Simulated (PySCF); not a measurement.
**Ionisation energy of Mo by level of theory**

Mo [Kr] 4d5 5s1 (7S) → Mo⁺ [Kr] 4d5 (6S), as a difference of total energies. Calculation: PySCF 2.14, in aug-cc-pVTZ-PP with ECP28MDF (6s6p5d3f2g, 88 functions); scalar relativity through the core potential. Correlated levels: valence: 4s2 4p6 frozen. The calculations carry no spin-orbit coupling.

```
           method  ionisation energy (eV)
              UHF                   6.243
              LDA                   7.785
              PBE                   7.521
             PBE0                   7.244
           r2SCAN                   7.567
             MN15                   7.204
        BHandHLYP                   6.788
             TPSS                   7.357
             BLYP                   7.329
    MP2 (valence)                   6.815
SCS-MP2 (valence)                   6.434
```

Errors of the correlated levels include the incompleteness of this basis and the frozen core.

Task: Which method comes closest to the reference value, and which is furthest?

Result: The reference is 7.092 eV (measured; NIST Atomic Spectra Database, ionization energies). Closest: MN15 (error 0.112 eV); furthest: UHF (error -0.849 eV).
